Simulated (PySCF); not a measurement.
SMILES S(CO[SiH3])C (C2H8OSSi) at its GFN2-xTB optimised geometry (Å):

```
13

C      1.7886    -0.6112    -1.6012
S      1.5283    -1.4246     0.0000
C     -0.2944    -1.4246     0.0000
O     -0.8358    -0.1675     0.0000
Si    -0.6324     1.0330     1.0866
H      1.2032     0.3034    -1.6263
H      2.8462    -0.3843    -1.6770
H      1.4901    -1.2840    -2.4008
H     -0.6278    -1.9510    -0.8992
H     -0.5778    -1.9932     0.8914
H      0.7581     1.4843     1.1381
H     -1.0349     0.5838     2.4198
H     -1.5283     1.9932     0.4645
```

Calculation: B3LYP/def2-TZVP in PySCF 2.14.0. Cells within 0.4 Å of a nucleus heavier than hydrogen are left out (blank, or x).

Map of the deformation density (molecule minus spherical neutral atoms) (e/bohr³) on the plane z = 1.2 Å:

```
|11111111111111111111111111111|
|11111111111111111111111111111|
|11111111111111111111111111111|
|11111111111111111111111111111|
|11111111111111111111111111111|
|11111111111111111111111111111|
|11111111122111111111111111111|
|11111111222101222111111111111|
|11111111232101356411111111111|
|11111111122111479711111111111|
|11111111111xxx466411111111111|
|11111111000xx1133211111111111|
|11111111000100011111111111111|
|11111111000000001111111111111|
|11111111111100001111111111111|
|11111111111110001111111111111|
|11111111111100011111111111111|
|11111111111000011111211111111|
|11111111111000011111111111111|
|11111111111111111111111111111|
|11111111111122111011111111111|
|11111111111121111111111111111|
|11111111111001111111111111111|
|11111111111001111111111111111|
|11111111111111111111111111111|
|11111111111111111111111111111|
|11111111111111111111111111111|
|11111111111111111111111111111|
|11111111111111111111111111111|
```
Scale: ten equal steps from -0.018 (start of '0') to 0.092 (end of '9'), in the order '0123456789'; x runs from -4.00 to 4.00, y from -4.00 (bottom) to 4.00 (top).
